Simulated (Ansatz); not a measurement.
This geometry of C2H9BSSi (14 atoms, charge 0, multiplicity 1) is a first-order saddle point.

Method: RKS PBE0-D4/STO-3G (Ansatz 0.2.0).

```xyz
14
Properties=species:S:1:pos:R:3
B -1.038 1.223 0.284
Si -0.683 -0.661 0.116
C -0.434 -1.879 1.517
S 0.908 0.887 0.254
C 1.316 1.129 -1.506
H -1.381 1.814 -0.657
H -1.350 1.618 1.333
H -0.430 -1.317 -1.150
H -1.266 -1.840 2.226
H -0.361 -2.902 1.137
H 0.482 -1.664 2.077
H 2.088 0.413 -1.816
H 0.430 1.004 -2.140
H 1.704 2.146 -1.645
```

(1) Which two structures does it join? (They come from a converged band through this point; their orientation in space is the band's.)

(2) How far does it lie above each of them?

Results:

(1) No bond is made or broken. The dihedral S4–Si2–C3–H11 goes from -65 to 55°. The two ends are copies of one structure, up to a mirror image or an exchange of like atoms.

First end point:

```xyz
14
Properties=species:S:1:pos:R:3
B -1.294 0.985 0.098
Si -0.550 -0.786 -0.005
C -0.297 -1.969 1.420
S 0.657 1.033 0.408
C 1.304 1.415 -1.253
H -1.583 1.529 -0.889
H -1.854 1.274 1.077
H 0.036 -1.346 -1.205
H -0.557 -1.501 2.374
H -0.940 -2.847 1.297
H 0.737 -2.323 1.482
H 2.241 0.869 -1.426
H 0.580 1.147 -2.032
H 1.507 2.491 -1.319
```

Last end point:

```xyz
14
Properties=species:S:1:pos:R:3
B -0.985 1.260 0.305
Si -0.708 -0.635 0.131
C -0.461 -1.852 1.528
S 0.946 0.844 0.233
C 1.325 1.076 -1.536
H -1.326 1.864 -0.628
H -1.259 1.666 1.361
H -0.515 -1.310 -1.136
H -1.308 -2.545 1.577
H 0.446 -2.450 1.398
H -0.399 -1.340 2.493
H 2.056 0.326 -1.865
H 0.420 0.992 -2.150
H 1.755 2.075 -1.682
```

(2) 0.038 eV above the first and 0.038 eV above the second. This is the barrier of this one path; another mechanism may lie lower. Limits of this set-up: minimal basis.

The run took 62 s on 1 thread of AMD EPYC 9R45 96-Core Processor (Zen 5) (shared host), peak memory 0.23 GiB.
